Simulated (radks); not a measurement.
Results of a calculation; reference values are marked as such.
Sr4+, configuration [Ar] 3d10 4s2 4p4. Code: a radial shooting solver on a logarithmic mesh with Libxc functionals. Model: Dirac Kohn-Sham, PBE, spin-unpolarised, spherical densities, point nucleus; open shells fill j = l - 1/2 first. Some entries of the table are withheld. Estimate them.

orbital  occ.  eigenvalue (hartree)  <r^2> (bohr^2)  <r> (bohr)
1s1/2       2                   (1)        0.002067     0.03916
2s1/2       2             -81.03476             (2)      0.1722
2p1/2       2             -73.90746         0.02669      0.1475
2p3/2       4             -71.39286         0.02809      0.1516
3s1/2       2             -14.00833          0.2774      0.4915
3p1/2       2             -11.41890          0.2813      0.4908
3p3/2       4             -11.03263          0.2931      0.5011
3d3/2       4              -6.48813          0.2976      0.4944
3d5/2       6              -6.42054          0.3019      0.4980
4s1/2       2              -3.08796           1.904       1.299
4p1/2       2              -2.40633             (3)       1.427
4p3/2       2              -2.35500             (4)       1.452
4d3/2       0              -1.36284           4.071       1.880
4d5/2       0              -1.35704           4.106       1.888
5s1/2       0                   (5)           9.182       2.869

Answer. 
(1) 1s1/2 eigenvalue (hartree): -587.2518
(2) 2s1/2 <r^2> (bohr^2): 0.03501
(3) 4p1/2 <r^2> (bohr^2): 2.314
(4) 4p3/2 <r^2> (bohr^2): 2.394
(5) 5s1/2 eigenvalue (hartree): -1.14468
